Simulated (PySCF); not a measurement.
# KF⁺: energy against distance

Set-up: K x2c-SVPall, F x2c-SVPall; spin-free X2C with a Gaussian nucleus (PySCF 2.14). Energies in eV from K⁺ + F in their ground configurations at the same level. State: ²Π (doublet), unpaired electrons π ↑.

```
R (Å)  UHF-MP2     PBE0
2.489  -0.0536  -0.1163
2.605  -0.1146  -0.1655
2.720  -0.1463  -0.1887
2.807  -0.1580  -0.1957
2.894  -0.1629  -0.1970
2.981  -0.1633  -0.1944
3.097  -0.1592  -0.1873
3.241  -0.1498  -0.1751
3.415  -0.1354  -0.1581
3.646  -0.1144  -0.1338
```

Q: Put a parabola through the three lowest points of the UHF-MP2 curve and estimate Re, k and ωe (reduced mass 12.77 u; 1 eV/Å² = 0.16022 mdyn/Å; ωe = 1302.8·√(k/μ) cm⁻¹).

A: Through R = 2.894, 2.981, 3.097 Å the second-order coefficient is 0.197 eV/Å², so Re ≈ 2.949 Å, k ≈ 0.0630 mdyn/Å and ωe ≈ 92 cm⁻¹. A polynomial fit of higher order to the unrounded UHF-MP2 energies gives Re = 2.945 Å, k = 0.0763 mdyn/Å, ωe = 101 cm⁻¹; anharmonicity and rounding make the difference.

The higher-order fit for each curve: UHF-MP2: Re = 2.945 Å, ωe = 101 cm⁻¹, De = 0.164 eV; PBE0: Re = 2.874 Å, ωe = 108 cm⁻¹, De = 0.197 eV.

Correlated steps freeze 6 core orbitals. The bond is weak. Basis-set superposition, not corrected here, can be much of De in a small basis, most of all at correlated wavefunction levels. For an ion De counts to the pair picked by the measured ionisation energies or electron affinities, which need not be the lowest pair at this level. The state is the lowest determinant that a PBE0 search found; another state may lie lower at other levels.
